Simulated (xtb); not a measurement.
BeCl2, charge -1, doublet, from a rough starting geometry (GFN-xTB shapes and energies of metal compounds can be far from the true ones) (a state made from the parent by changing its charge; the spin is typed, not shown lowest); xtb 6.7.1 with GFN2-xTB.

Input for xtb:
```
$ xtb mol.xyz --gfn 2 --chrg -1 --uhf 1 --opt vtight --json

# file mol.xyz
3

Be     0.03020105    -0.02556939     0.00807759
Cl     1.25135174     0.32168423    -1.24073198
Cl    -1.27681112    -0.29965030     1.18143978
```

What the program printed (banner, timings and long lists left out):

```
   ID    Z sym.   atoms
    1    4 Be     1
    2   17 Cl     2, 3

           -------------------------------------------------
          |                Calculation Setup                |
           -------------------------------------------------

           -------------------------------------------------
          |                 G F N 2 - x T B                 |
           -------------------------------------------------

          ...................................................
          :                      SETUP                      :
          :.................................................:
          :  # basis functions                  24          :
          :  # atomic orbitals                  22          :
          :  # shells                            8          :
          :  # electrons                        17          :
          :  max. iterations                   250          :
          :  Hamiltonian                  GFN2-xTB          :
          :  restarted?                      false          :
          :  GBSA solvation                  false          :
          :  PC potential                    false          :
          :  electronic temp.          300.0000000     K    :
          :  accuracy                    1.0000000          :
          :  -> integral cutoff          0.2500000E+02      :
          :  -> integral neglect         0.1000000E-07      :
          :  -> SCF convergence          0.1000000E-05 Eh   :
          :  -> wf. convergence          0.1000000E-03 e    :
          :  Broyden damping             0.4000000          :
          :  net charge                         -1          :
          :  unpaired electrons                  1          :
          ...................................................

 iter      E             dE          RMSdq      gap      omega  full diag
   1     -9.8013198 -0.980132E+01  0.188E+01    0.04       0.0  T
   2     -9.2678540  0.533466E+00  0.938E+00    0.19       1.0  T
   3     -6.9590374  0.230882E+01  0.220E+01    0.07       1.0  T
   4     -9.9574668 -0.299843E+01  0.123E+01    0.18       1.0  T
   5     -9.9740561 -0.165894E-01  0.108E+01    0.29       1.0  T
   6     -9.9819128 -0.785665E-02  0.722E+00    0.50       1.0  T
   7     -9.9770238  0.488897E-02  0.207E+00    0.91       1.0  T
   8     -9.9799886 -0.296474E-02  0.205E+00    0.82       1.0  T
   9     -9.9801251 -0.136521E-03  0.119E+00    0.97       1.0  T
  10     -9.9825123 -0.238722E-02  0.476E-01    0.89       1.0  T
  11     -9.9826571 -0.144786E-03  0.754E-02    0.91       1.0  T
  12     -9.9826571  0.814275E-08  0.558E-02    0.91       1.0  T
  13     -9.9826571 -0.348664E-07  0.432E-02    0.91       1.3  T
  14     -9.9826571 -0.545177E-08  0.234E-02    0.91       2.5  T
  15     -9.9826571  0.775401E-08  0.132E-02    0.92       4.4  T
  16     -9.9826571 -0.120490E-07  0.193E-03    0.92      29.9  T
  17     -9.9826571 -0.174131E-08  0.108E-03    0.92      53.2  T
  18     -9.9826571 -0.100794E-08  0.276E-04    0.92     209.1  T
  19     -9.9826571 -0.154092E-09  0.220E-04    0.92     262.4  T

   *** convergence criteria satisfied after 19 iterations ***

         :::::::::::::::::::::::::::::::::::::::::::::::::::::
         ::                     SUMMARY                     ::
         :::::::::::::::::::::::::::::::::::::::::::::::::::::
         :: total energy              -9.958691099925 Eh    ::
         :: gradient norm              0.118550324214 Eh/a0 ::
         :: HOMO-LUMO gap              0.915692018170 eV    ::
         ::.................................................::
         :: SCC energy                -9.982657158252 Eh    ::
         :: -> isotropic ES            0.077883242477 Eh    ::
         :: -> anisotropic ES         -0.016765184710 Eh    ::
         :: -> anisotropic XC         -0.022249505439 Eh    ::
         :: -> dispersion             -0.001371296365 Eh    ::
[...]
 * total energy  :    -9.9586911 Eh     change       -0.1096367E-10 Eh
 * total energy  :   -10.0129904 Eh     change       -0.5429928E-01 Eh
 * total energy  :   -10.0425543 Eh     change       -0.2956394E-01 Eh
 * total energy  :   -10.0433247 Eh     change       -0.7703550E-03 Eh
 * total energy  :   -10.0440651 Eh     change       -0.7404115E-03 Eh
 * total energy  :   -10.0449956 Eh     change       -0.9305194E-03 Eh
 * total energy  :   -10.0467413 Eh     change       -0.1745674E-02 Eh
 * total energy  :   -10.0477736 Eh     change       -0.1032332E-02 Eh
 * total energy  :   -10.0478925 Eh     change       -0.1189102E-03 Eh
 * total energy  :   -10.0478937 Eh     change       -0.1136611E-05 Eh
 * total energy  :   -10.0478939 Eh     change       -0.2781774E-06 Eh
 * total energy  :   -10.0478940 Eh     change       -0.3301589E-07 Eh
   *** GEOMETRY OPTIMIZATION CONVERGED AFTER 12 ITERATIONS ***
         :: total energy             -10.047893968751 Eh    ::
[...]

           -------------------------------------------------
          |                Property Printout                |
           -------------------------------------------------

    * Orbital Energies and Occupations

         #    Occupation            Energy/Eh            Energy/eV
      -------------------------------------------------------------
         1        2.0000           -0.8530682             -23.2132
         2        2.0000           -0.8510423             -23.1580
         3        2.0000           -0.2569204              -6.9912
         4        2.0000           -0.2435186              -6.6265
         5        2.0000           -0.2401980              -6.5361
         6        2.0000           -0.2383736              -6.4865
         7        2.0000           -0.2325596              -6.3283
         8        2.0000           -0.2261574              -6.1541
         9        1.0000           -0.0808253              -2.1994 (HOMO)
        10                          0.0250954               0.6829 (LUMO)
        11                          0.2315272               6.3002
        12                          0.2432011               6.6178
        13                          0.2542153               6.9176
        14                          0.2549376               6.9372
        15                          0.2551854               6.9439
        16                          0.2552510               6.9457
        17                          0.2566771               6.9845
        18                          0.2573439               7.0027
        19                          0.2583295               7.0295
        20                          0.2609270               7.1002
       ...                                ...                  ...
        22                          0.4098825              11.1535
      -------------------------------------------------------------
                  HL-Gap            0.1059207 Eh            2.8822 eV
             Fermi-level           -0.0906781 Eh           -2.4675 eV

     #   Z          covCN         q      C6AA      α(0)
     1   4 Be       1.515     0.484    17.248    10.221
     2  17 Cl       0.759    -0.742   124.733    17.084
     3  17 Cl       0.759    -0.742   124.750    17.085

 Mol. C6AA /au·bohr⁶  :        674.935603
 Mol. C8AA /au·bohr⁸  :      28430.581703
 Mol. α(0) /au        :         44.389472

Wiberg/Mayer (AO) data.
largest (>0.10) Wiberg bond orders for each atom

 ---------------------------------------------------------------------------
     #   Z sym  total        # sym  WBO       # sym  WBO       # sym  WBO
 ---------------------------------------------------------------------------
     1   4 Be   0.950 --     2 Cl   0.476     3 Cl   0.475
     2  17 Cl   0.484 --     1 Be   0.476
     3  17 Cl   0.483 --     1 Be   0.475
 ---------------------------------------------------------------------------

Topologies differ in total number of bonds
Writing topology from bond orders to xtbtopo.mol

molecular dipole:
                 x           y           z       tot (Debye)
 q only:        1.096      -0.901       0.943
   full:        0.229      -0.187       0.221       0.939
molecular quadrupole (traceless):
                xx          xy          yy          xz          yz          zz
 q only:       -3.818      -2.915       6.834      10.967       2.625      -3.016
  q+dip:       -4.585      -1.508       7.601      10.269       4.177      -3.016
   full:       -4.665      -0.857       7.555       9.462       4.626      -2.890

optimized geometry written to: xtbopt.xyz

           -------------------------------------------------
          | TOTAL ENERGY              -10.047893968751 Eh   |
          | GRADIENT NORM               0.000154895572 Eh/α |
          | HOMO-LUMO GAP               2.882249055317 eV   |
           -------------------------------------------------

normal termination of xtb
```
